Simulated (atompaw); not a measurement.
## Varying the PAW (atompaw) potential for Xe

Base potential:

* Element: xenon (Xe)
* Generator: atompaw 4.2.0.5
* Type: PAW
* Functional: PBEsol
* Relativity: scalar-relativistic
* Frozen core: [Kr] 4d10
* Valence charge: 8
* Reference configuration: 5s2 5p6
* Partial waves: 5s (bound): rc 1.65 bohr; 5s channel at -0.9 Ry: rc 1.65 bohr; 5p (bound): rc 1.85 bohr; 5p channel at 2.85 Ry: rc 1.85 bohr
* Local potential: bessel scheme, radius 1.65 bohr
* Core correction: smooth core density matched at 1.35 bohr
* Augmentation charge: gaussian compensation charge, radius 1.55 bohr; PAW radius 1.85 bohr; waves and projectors: custom rrkj gramschmidtortho

Cutoffs, loose and tight: the cutoffs (Ry, on a coarse ladder) from which the occupation-weighted sum of valence levels, in a spherical-Bessel basis at the reference potential, stays within 10 and 1 mRy of its value at 400 Ry. They see the waves, projectors and local potential, not the compensation charge or the core. A dash means not determined.

A true bound ghost makes a file unfit for plane-wave use even where its test errors are small: the radial tests pick states by their node count and pass the ghost by.

```csv
change,outcome,"cutoff, loose","cutoff, tight",bound ghosts
base,generated,15 Ry,30 Ry,none
"all radii scaled by about 0.75 (s 1.24, p 1.38 bohr); local potential bessel scheme, radius 1.24 bohr; augmentation gaussian compensation charge, radius 1.16 bohr; PAW radius 1.38 bohr; waves and projectors: custom rrkj gramschmidtortho; core correction smooth core density matched at 1.02 bohr",generated,60 Ry,100 Ry,"s, p, d"
"all radii scaled by about 0.92 (s 1.52, p 1.70 bohr); local potential bessel scheme, radius 1.52 bohr; augmentation gaussian compensation charge, radius 1.42 bohr; PAW radius 1.70 bohr; waves and projectors: custom rrkj gramschmidtortho; core correction smooth core density matched at 1.24 bohr",generated,21 Ry,40 Ry,"s, d"
"all radii scaled by about 1.07 (s 1.76, p 1.98 bohr); local potential bessel scheme, radius 1.76 bohr; augmentation gaussian compensation charge, radius 1.66 bohr; PAW radius 1.98 bohr; waves and projectors: custom rrkj gramschmidtortho; core correction smooth core density matched at 1.44 bohr",generated,12 Ry,25 Ry,none
"all radii scaled by about 1.14 (s 1.88, p 2.12 bohr); local potential bessel scheme, radius 1.88 bohr; augmentation gaussian compensation charge, radius 1.78 bohr; PAW radius 2.12 bohr; waves and projectors: custom rrkj gramschmidtortho; core correction smooth core density matched at 1.54 bohr","generated, no UPF (negative core plus compensation charge)",12 Ry,21 Ry,none
"all radii scaled by about 1.20 (s 1.98, p 2.22 bohr); local potential bessel scheme, radius 1.98 bohr; augmentation gaussian compensation charge, radius 1.86 bohr; PAW radius 2.22 bohr; waves and projectors: custom rrkj gramschmidtortho; core correction smooth core density matched at 1.62 bohr","generated, no UPF (negative core plus compensation charge)",12 Ry,18 Ry,none
"all radii scaled by about 1.27 (s 2.10, p 2.36 bohr); local potential bessel scheme, radius 2.10 bohr; augmentation gaussian compensation charge, radius 1.98 bohr; PAW radius 2.36 bohr; waves and projectors: custom rrkj gramschmidtortho; core correction smooth core density matched at 1.72 bohr","generated, no UPF (negative core plus compensation charge)",12 Ry,15 Ry,none
```

Problem. What comes out with this change to the base: all radii scaled by about 0.82 (s 1.36, p 1.52 bohr); local potential bessel scheme, radius 1.36 bohr; augmentation gaussian compensation charge, radius 1.28 bohr; PAW radius 1.52 bohr; waves and projectors: custom rrkj gramschmidtortho; core correction smooth core density matched at 1.12 bohr?

Solution. outcome: failed: atompaw: The overlap operator has at least one negative eigenvalue!. Cause: the overlap operator built from these waves and projectors is not positive definite.

Reading the sweep of the scale of all radii (base = 1) (base included, trends over the rows without a ghost): The loose cutoff stays near 12 Ry. Bound ghosts are found at 0.75, 0.92. The generation fails at 0.82.
